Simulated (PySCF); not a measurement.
Computed with PBE-D3(BJ)/def2-TZVP // PBE-D3(BJ)/def2-SVP in PySCF. Isolated molecules, 0 K electronic values unless said otherwise. 

Reference species (SMILES): `C#Cc1cc([SiH3])c2sccc2c1` (neutral, multiplicity 1).

| Property | Value |
|---|---|
| HOMO | -5.63 eV |
| HOMO–LUMO gap | 3.42 eV |

Changed species: `C#Cc1ccc([SiH3])c2ccsc12`.

Question: Predict the effect on the HOMO and HOMO–LUMO gap.

Answer: the HOMO rises by 0.05 eV, to -5.58 eV; the HOMO–LUMO gap falls by 0.34 eV, to 3.08 eV.
